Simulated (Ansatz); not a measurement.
Cl₂FHMoOS, SMILES `[OH][Mo]([F])(=[S])([Cl])[Cl]`, relaxed with RKS PBE0-D4/def2-TZVP in the Gaussian-basis code of Ansatz from a PBE-D4/def2-SVP geometry. The force threshold is 0.005 eV/Å; the program also tests the step.

Total charge 0; spin multiplicity 1. Mo: def2 effective core potential.

Start:

```xyz
7

O     0.502   -1.091    1.068
Mo   -0.137    0.059   -0.273
F     1.566   -0.091   -1.047
S    -1.431   -1.165   -1.381
Cl   -1.486    1.061    1.319
Cl   -0.204    2.073   -1.407
H     1.190   -0.846    1.721
```

By how much does the energy fall, and how many steps does the optimiser take? (Estimate.)

Computed: 5.88 kJ/mol, in 6 steps.

Which bonds change most? (An estimate is asked.)

The calculation gave: Mo2–S4 from 2.098 to 2.063 Å; Mo2–Cl6 from 2.312 to 2.282 Å; Mo2–Cl5 from 2.315 to 2.286 Å; O1–Mo2 from 1.878 to 1.854 Å.

Give the relaxed structure. (Estimate.)

The calculation gave: 
```xyz
7

O     0.498   -1.072    1.056
Mo   -0.144    0.048   -0.274
F     1.549   -0.083   -1.031
S    -1.419   -1.151   -1.365
Cl   -1.465    1.049    1.300
Cl   -0.195    2.042   -1.382
H     1.177   -0.833    1.697
```
